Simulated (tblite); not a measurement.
Compound: C6H7O (doublet state).
SMILES with atom numbers: `[O:1]=[CH:2][C:3]12[CH2:4][C:5]([CH2:6]1)[CH2:7]2` (hydrogens: H8 on C2; H9, H10 on C4; H11, H12 on C6; H13, H14 on C7)

Structure optimised with GFN2-xTB, isolated species. This method treats the open shell by occupation alone, without spin polarisation.

(1) What internal coordinates does the optimisation give?

## Answers

(1) 
```csv
bond,length (Å),order
O1=C2,1.196,double
C2–C3,1.489,single
"C3–C4, C3–C6, C3–C7",1.541,single
"C4–C5, C5–C6, C5–C7",1.536,single
C2–H8,1.109,single
C4–H9 and 5 like bonds,1.085,single
```

Bonds in one row agree within 0.01 Å and their mean is given. Orders are formal, as drawn. A selection of angles:
```csv
angle,degrees
O1–C2–C3,125.4
O1–C2–H8,122.1
C3–C2–H8,112.5
C2–C3–C4,124.3
C2–C3–C6,127.8
C4–C3–C6,90.1
C3–C4–C5,70.5
C3–C4–H9,116.3
C3–C4–H10,117.0
C5–C4–H9,117.4
H9–C4–H10,112.3
C4–C5–C6,90.3
C3–C6–C5,70.7
```

Torsions: O1–C2–C3–C4 -122° (anticlinal); C2–C3–C4–C5 -177° (antiperiplanar); C3–C4–C5–C6 -45° (synclinal); C4–C5–C6–C3 45° (synclinal); C4–C5–C7–C3 -46° (synclinal); C2–C3–C6–C5 180° (antiperiplanar); C2–C3–C7–C5 178° (antiperiplanar).

The C–C distances run from 1.489 Å (C2–C3, drawn single) to 1.544 Å (C3–C7, drawn single), a spread of 0.055 Å. C5 (carbon bonded to 3 C) is pyramidal (angles 90.4°, 90.3° and 89.8°, sum 270.5°, 0.88 Å off the plane of its three neighbours). The 4-membered ring C3–C4–C5–C6 has internal angles of 70.5° to 90.3°; it is puckered, 0.31 Å rms from its mean plane, widest ring torsion 45°. The 4-membered ring C3–C4–C5–C7 has internal angles of 70.5° to 89.8°; it is puckered, 0.32 Å rms from its mean plane, widest ring torsion 46°. Of the pairs four or more bonds apart, H10···H13 is among the closest relative to their van der Waals radii: 2.31 Å, 96 % of the sum of Bondi's values. The 4-membered ring C3–C6–C5–C7 has internal angles of 70.5° to 90.4°; it is puckered, 0.31 Å rms from its mean plane, widest ring torsion 45°. C2 (carbon bonded to C, O and H) is planar (angles 125.4°, 122.1° and 112.5°, sum 360.0°, 0.00 Å off the plane of its three neighbours).

Point group: Cs (tolerance 0.08 Å). GFN2-xTB frequencies show an imaginary mode (22i cm⁻¹), so the point is no minimum at that level. 2 starts were optimised and ended at 0.00 and 0.48 kcal/mol (GFN2-xTB); the lowest of these is shown.

One conformer stands for the species.

The numbers are calculated, not measured.
